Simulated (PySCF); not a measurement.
Ne(2+) (neon, charge +2) across methods

[He] 2s2 2p3 3s1, high-spin 5S determinant (an excited configuration). All numbers are calculated (PySCF 2.14, scalar relativity by spin-free X2C-1e, in aug-cc-pVDZ-DK (4s3p2d, 23 functions)).

| method | E (hartree) | mean ε 2s β (eV) | mean ε 2p α (eV) | mean ε 3s α (eV) | Σ⟨r²⟩ (bohr²) | ⟨S²⟩ |
| --- | --- | --- | --- | --- | --- | --- |
| CAM-B3LYP | -125.2942 | -90.990 | -77.208 | -23.445 | 11.32 | 6.001 |
| PBE | -125.2153 | -86.342 | -72.111 | -21.421 | 11.34 | 6.000 |
| LDA | -124.5531 | -86.139 | -72.119 | -21.477 | 11.34 | 6.000 |
| PW91 | -125.2825 | -86.439 | -72.274 | -21.471 | 11.33 | 6.000 |
| UHF | -125.09033 | -95.262 | -86.712 | -24.443 | 11.40 | 6.002 |
| PBE0 | -125.2357 | -89.070 | -75.941 | -22.277 | 11.35 | 6.001 |
| BLYP | -125.3102 | -86.731 | -71.961 | -21.245 | 11.32 | 6.001 |

(1) Estimate the same row for r2SCAN.

The outer electron is Rydberg-like, and this basis confines it to a smaller radius and binds it less than a complete one would.

## Answers

(1) E (hartree) = -125.2845; mean ε 2s β (eV) = -86.696; mean ε 2p α (eV) = -73.677; mean ε 3s α (eV) = -21.561; Σ⟨r²⟩ (bohr²) = 11.38; ⟨S²⟩ = 6.001.
